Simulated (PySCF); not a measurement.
Cartesian coordinates in Å; atom numbers follow the order of the lines, from 1:
```xyz
23

C     2.5221   -1.0998   -0.0265
C     1.5799   -0.1294    0.6479
O     1.5580   -0.0025    1.8459
C     0.7103    0.6969   -0.2890
C    -0.0470   -0.1610   -1.3097
C    -1.1119   -1.0062   -0.6179
C    -2.1039   -0.1044    0.1088
C    -1.3767    0.7520    1.1399
C    -0.2750    1.5800    0.4833
H     2.9207   -0.6890   -0.9494
H     3.3337   -1.3479    0.6534
H     1.9833   -2.0167   -0.2599
H     1.4122    1.3440   -0.8327
H    -0.5342    0.5060   -2.0253
H     0.6407   -0.7969   -1.8684
H    -0.6388   -1.6757    0.1043
H    -1.6326   -1.6200   -1.3562
H    -2.6034    0.5426   -0.6171
H    -2.8688   -0.7093    0.5998
H    -0.9338    0.1102    1.9023
H    -2.0845    1.4199    1.6349
H    -0.7215    2.2982   -0.2086
H     0.2666    2.1358    1.2502
```

- shieldings: GIAO PBE0/pcSseg-1
- GFN2-xTB structure
- run in PySCF
- in vacuum, a single conformation, relativity neglected, averaged over atoms made equivalent by symmetry, fast rotation or ring inversion

Q: Predict the 2D correlation tables (HSQC, COSY, HMBC).

A: 

HSQC (one-bond C–H):
```tsv
δH	δC
2.34 (H13)	52.0 (C4)
2.28 (H15/H23)	31.1 (C5/C9)
2.19 (H10/H11/H12)	30.3 (C1)
1.69 (H19)	30.6 (C7)
1.49 (H17/H21)	26.5 (C6/C8)
1.38 (H16/H20)	26.5 (C6/C8)
1.34 (H14/H22)	31.1 (C5/C9)
1.12 (H18)	30.6 (C7)
```

COSY cross peaks (H two or three bonds apart, from the bond graph; peaks can be absent where the dihedral angle is near 90°):
```tsv
δH	δH
2.34 (H13)	2.28 (H15/H23)
2.34 (H13)	1.34 (H14/H22)
2.28 (H15/H23)	1.49 (H17/H21)
2.28 (H15/H23)	1.38 (H16/H20)
2.28 (H15/H23)	1.34 (H14/H22)
1.69 (H19)	1.49 (H17/H21)
1.69 (H19)	1.38 (H16/H20)
1.69 (H19)	1.12 (H18)
1.49 (H17/H21)	1.38 (H16/H20)
1.49 (H17/H21)	1.34 (H14/H22)
1.49 (H17/H21)	1.12 (H18)
1.38 (H16/H20)	1.34 (H14/H22)
1.38 (H16/H20)	1.12 (H18)
```

HMBC (two and three bonds, from the bond graph):
```tsv
δH	δC
2.34 (H13)	215.6 (C2), 31.1 (C5/C9), 30.3 (C1), 26.5 (C6/C8)
2.28 (H15/H23)	215.6 (C2), 52.0 (C4), 31.1 (C5/C9), 30.6 (C7), 26.5 (C6/C8)
2.19 (H10/H11/H12)	215.6 (C2), 52.0 (C4)
1.69 (H19)	31.1 (C5/C9), 26.5 (C6/C8)
1.49 (H17/H21)	52.0 (C4), 31.1 (C5/C9), 30.6 (C7), 26.5 (C6/C8)
1.38 (H16/H20)	52.0 (C4), 31.1 (C5/C9), 30.6 (C7), 26.5 (C6/C8)
1.34 (H14/H22)	215.6 (C2), 52.0 (C4), 31.1 (C5/C9), 30.6 (C7), 26.5 (C6/C8)
1.12 (H18)	31.1 (C5/C9), 26.5 (C6/C8)
```

Referencing at the same level of theory: TMS for $^{1}$H (σ = 31.72 ppm) and $^{13}$C (σ = 186.93 ppm).

Short H···H contacts in this conformer between protons four or more bonds apart (candidates for NOE cross peaks, intensity ∝ r⁻⁶): H12···H15 2.42 Å, H14···H18 2.50 Å, H10···H13 2.53 Å, H18···H22 2.61 Å, H12···H16 2.67 Å.

Shifts are as computed. Against solution values, carbons near 30 ppm lie about +3 ppm off and those near 130 ppm about +5 ppm. Of 1211 compounds with measured shifts, 218 miss one by over three times the rms of a fit or turn the order of signals round; such compounds aren't used in these exercises.
